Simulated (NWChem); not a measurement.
# CHBr$_{2}$Cl; SMILES ClC(Br)Br

Computed with NWChem. Medium grid unless said otherwise, to which SCAN and Minnesota functionals are sensitive. All runs use the structure optimised with PBE0/def2-SVP. Hybrids' shares of exact exchange are those that their runs print; pure functionals count as 0. The functionals differ in more than this share.

```
row                                     share of exact exchange  highest occupied level (eV)
--------------------------------------  -----------------------  ---------------------------
LDA (Slater exchange, VWN5)/def2-TZVPD                     0.00                        -7.15
PBE/def2-TZVPD                                             0.00                        -7.00
B3LYP/def2-TZVPD                                           0.20                        -8.03
PBE0/def2-TZVPD                                            0.25                        -8.30
M06-2X/def2-TZVPD                                          0.54                     withheld
Hartree-Fock/def2-TZVPD                                    1.00                       -11.26
```

Question: Fit a straight line of the last column on the one before it, predict the withheld value, and compare with the run.

Answer: 
1. Means of the 5 shown rows: x = 0.290, y = -8.348. Slope Σ(x − x̄)(y − ȳ)/Σ(x − x̄)² = -2.836/0.6820 = -4.159; intercept -7.142.
2. The shown rows scatter about the line by 0.088 (root mean square); the largest residual is +0.14, at PBE/def2-TZVPD.
3. At x = 0.54 (M06-2X/def2-TZVPD; inside the shown range) the line gives -9.39.
4. The run gives -9.53, -0.14 from the line, 1.6 times the scatter.
